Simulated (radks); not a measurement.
Spherical jellium clusters: N electrons in a uniform positive sphere of charge N and radius rs N^(1/3), rs = 5.03 bohr. Method: non-relativistic Kohn-Sham, LDA (Slater exchange, Perdew-Wang correlation), spin-polarised, spherical densities; computed with a radial shooting solver with Libxc functionals. Levels are named by radial order and angular momentum (1s, 1p, 1d, 2s, ...), and open shells are averaged over m. Each electron was tried in the lowest free levels, single moves between levels near the top were tried too, and the lowest total energy was kept; such a search can miss a lower state. Energies include the self-energy of the background; IP and EA are vertical (highest electron removed, lowest free level filled), at fixed background; spill-out counts the electrons outside the background radius R, and alpha is the static dipole polarisability from linear response (closed shells only). A dash means not computed or, for alpha, an open shell; in EA it means that no bound solution was reached, which is typical of self-interaction and does not show that the anion is unstable. Real open-shell clusters deform, which this model forbids.

N        open shells  2S  E/N (eV)  E(N+1) + E(N-1) - 2E(N) (eV)  IP (eV)  EA (eV)  -e(HOMO) (eV)  spill-out (e)  alpha/R^3
1   1s(up 1, down 0)   1    -1.346                             -        -        -          2.594           0.31          -
2               none   0    -1.661                         0.748    4.411        -          2.666           0.45      1.465
3   1p(up 1, down 0)   1    -1.517                        -0.491    3.362        -          1.944           0.70          -
4   1p(up 2, down 0)   2    -1.568                        -0.320    3.737        -          2.324           0.84          -
5   1p(up 3, down 0)   3    -1.662                         0.256    3.934        -          2.561           0.94          -
6   1p(up 3, down 1)   2    -1.683                        -0.263    3.576    1.166          2.338           1.07          -
7   1p(up 3, down 2)   1    -1.735                        -0.186    3.774    1.390          2.550           1.16          -
8               none   0    -1.797                         0.793    3.899        -          2.700           1.25      1.324
9   1d(up 1, down 0)   1    -1.757                        -0.192    3.052        -          1.955           1.39          -
10  1d(up 2, down 0)   2    -1.745                        -0.160    3.219    1.099          2.136           1.50          -
11  1d(up 3, down 0)   3    -1.749                        -0.134    3.347    1.256          2.281           1.60          -
12  1d(up 4, down 0)   4    -1.764                        -0.114    3.449    1.388          2.399           1.68          -
13  1d(up 5, down 0)   5    -1.785                         0.266    3.531    1.150          2.498           1.76          -
14  1d(up 5, down 1)   4    -1.784                        -0.125    3.235    1.297          2.251           1.85          -
15  1d(up 5, down 2)   3    -1.792                        -0.106    3.340    1.421          2.366           1.93          -
16  1d(up 5, down 3)   2    -1.805                        -0.091    3.425    1.528          2.463           2.01          -
17  1d(up 5, down 4)   1    -1.823                        -0.079    3.496    1.620          2.545           2.08          -
18              none   0    -1.842                         0.165    3.555    1.486          2.617           2.15      1.248
19  2s(up 1, down 0)   1    -1.851                         0.186    3.371    1.345          2.448           2.28          -
20              none   0    -1.850                         0.174    3.179    1.183          2.289           2.47      1.271
21  1f(up 1, down 0)   1    -1.840                        -0.085    3.013    1.277          2.135           2.54          -
22  1f(up 2, down 0)   2    -1.836                        -0.077    3.083    1.362          2.213           2.60          -
23  1f(up 3, down 0)   3    -1.835                        -0.070    3.144    1.440          2.283           2.67          -
24  1f(up 4, down 0)   4    -1.837                        -0.064    3.199    1.510          2.346           2.72          -
25  1f(up 5, down 0)   5    -1.841                        -0.059    3.249    1.574          2.403           2.78          -
26  1f(up 6, down 0)   6    -1.847                             -    3.293    1.633          2.455           2.83          -

All shells are closed at N = 2, 8, 18, 20 (there: 1s2 1p6 1d10 2s2); the second difference of the energy has clear peaks (12 % above both neighbours; the first and last values, which can be the largest, are not judged, and half-filled shells can peak too) at N = 5, 8, 13.
